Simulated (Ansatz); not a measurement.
Ansatz results at the PBE0-D4/def2-TZVP geometry: size of the dipole moment (PBE/def2-TZVPP) 6.20 D; LUMO energy (B3LYP/def2-TZVPP) -0.87 eV; size of the dipole moment (ωB97M-V/def2-TZVPP) 6.27 D.

Each molecule was computed in one conformer, which needn't be the lowest.

(1) Which molecule gave them?
A. `C[B-](Cl)(Cl)[n+]1ccccc1`
B. `[NH3+][Al-]([F])([F])[F]`
C. `C[NH2+][InH3-]`
D. `C[NH+](C)[AlH3-]`

Answers

(1) B. The others give `C[NH+](C)[AlH3-]`: 5.27, -0.14, 5.37; `C[B-](Cl)(Cl)[n+]1ccccc1`: 7.82, -2.57, 8.20; `C[NH2+][InH3-]`: 4.76, -0.62, 4.72.

B3LYP here is the variant with VWN-RPA as its local correlation; programs differ in this.
